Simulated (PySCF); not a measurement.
Isomers of C2H11ClSi3, one GFN2-xTB conformer each. Single-point energies are computed at PBE0/pcSseg-1 (PySCF, gas phase, no added dispersion term), electronic only.

Problem. Rank them by PBE0/pcSseg-1 energy, lowest first (kcal/mol).
A. `[SiH3:1][CH2:2][SiH2:3][CH2:4][SiH2:5][Cl:6]` with Si1–C2–Si3–C4 65°, C2–Si3–C4–Si5 -171°, Si3–C4–Si5–Cl6 180°
B. `[CH3:1][CH2:2][Si:3]([SiH3:4])([SiH3:5])[Cl:6]` with C1–C2–Si3–Si4 -49°

Solution. A (0.0), B (7.9).

As drawn, the higher has an Si–Si bond, which the lower lacks. GFN2-xTB itself gives, in the same order: 0.0, 7.9. Both levels put the same isomer lowest.

Problem. Which frontier levels, dipoles and rotational constants go with these structures?

Solution. 
```json
{"SMILES": "[SiH3]C[SiH2]C[SiH2]Cl", "HOMO (eV, PBE0/pcSseg-1)": "-8.46", "LUMO (eV)": "0.12", "dipole (D)": "2.12", "A, B, C (MHz)": "3081, 489.1, 442.2"}
{"SMILES": "CC[Si]([SiH3])([SiH3])Cl", "HOMO (eV, PBE0/pcSseg-1)": "-7.95", "LUMO (eV)": "-0.86", "dipole (D)": "1.81", "A, B, C (MHz)": "1303, 1041, 944.0"}
```
